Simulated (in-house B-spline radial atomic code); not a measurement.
Zn²⁺. Computed with a B-spline radial atomic code. Model: non-relativistic spherical atom: semilocal Troullier-Martins pseudo-atom, one channel per l, against all electrons, high spin, G0W0 and RPA with empty states to l = 8, local potential for every l without a channel, a model core (radius 0 = none) keeps its share of the functional.

What the tables leave out is listed at the end.

The pseudopotential gives back the lowest level of each angular momentum of its own functional in the configuration it was made in; a second state of the same l is only approximately right. Exact exchange, RPA and GW see the smooth pseudo-orbitals and miss the exchange with the core, for which the functional's share stands in. The column with an uncorrelated core keeps all orbitals and exact exchange, and so separates missing core correlation from pseudisation. Only the three outermost levels and the lowest empty one were computed. RPA here is direct RPA, with no exchange kernel, and its energies carry an (l + 1/2)⁻⁴ tail. A hybrid on a potential with a model core restores only its own semilocal share of the core's exchange.

Command:
```bash
python run_psgw.py task.json out
```
Settings (lengths in bohr, energies in hartree):
```
Z                      30
electrons              28
configuration          [Ar] 3d10
generated_in           [Ar] 3d10 4s2
functional             pbe,pbe
core_shells            5
radius_factor          0.8
core_correction        False
```

Time taken, with all properties: 27 s on 1 thread of Arm Neoverse N1, on a shared host.

Given: made with PBE; model core radius 0 bohr; local radius 1.515 bohr; mean-field start PBE0.

Valence shells of the generating configuration: 3d, 4s.

Channel: s 1.714, p 2.456, d 1.349 (radii in bohr).

Computed: largest level miss in the spin-unpolarised generating configuration 0 eV; valence RPA correlation energy all-electron orbitals -0.61643 hartree; valence RPA correlation energy pseudo -0.86554 hartree; all-electron RPA polarisability, core included 2.2237 bohr³.

```
     level  occupied  mean-field all-electron (eV)  mean-field pseudo minus all (eV)  G0W0 all-electron (eV)  G0W0 uncorrelated core minus all (eV)  G0W0 pseudo minus all (eV)  exchange self-energy all-electron (eV)  exchange self-energy pseudo (eV)
        3d         1                       -33.954                             1.181                 -40.206                                 -0.196                       5.138                                 -52.669                           -34.054
4s (empty)         0                       -21.013                            -0.236                 -17.752                                 -0.024                      -0.755                                 -3.4159                           -2.1718
```

Question: What is the pseudo-atom RPA polarisability?

Answer: 2.7081 bohr³.

Given: mean-field start Hartree-Fock.

Computed: valence RPA correlation energy all-electron orbitals -0.54273 hartree; valence RPA correlation energy pseudo -0.79705 hartree; pseudo-atom RPA polarisability 2.3389 bohr³.

```csv
level,occupied,mean-field all-electron (eV),mean-field pseudo minus all (eV),G0W0 all-electron (eV),G0W0 uncorrelated core minus all (eV),G0W0 pseudo minus all (eV),exchange self-energy all-electron (eV),exchange self-energy pseudo (eV)
3d,1,-41.74,4.502,-40.264,-0.241,2.93,-53.115,-33.503
4s (empty),0,-16.474,-0.754,-17.355,-0.007,-1.179,-2.4101,-1.8486
```

Question: What is the all-electron RPA polarisability, core included?

Answer: 1.5582 bohr³.

Among the listed levels the largest G0W0 shift of the pseudo-atom is +5.14 eV, for 3d on the PBE0 start, while leaving the core uncorrelated moves that level by -0.20 eV. So pseudisation and the lost core exchange, not the missing core correlation, make the error. Not in the tables (levels of low weight, unsolved or above zero; the highest and the empty levels are kept at any weight): on PBE, a start not tabulated, the G0W0 levels 3d (pseudo minus all +5.78 eV, weights 0.86 and 0.78), 4s (pseudo minus all -0.57 eV, weights 0.96 and 0.97).
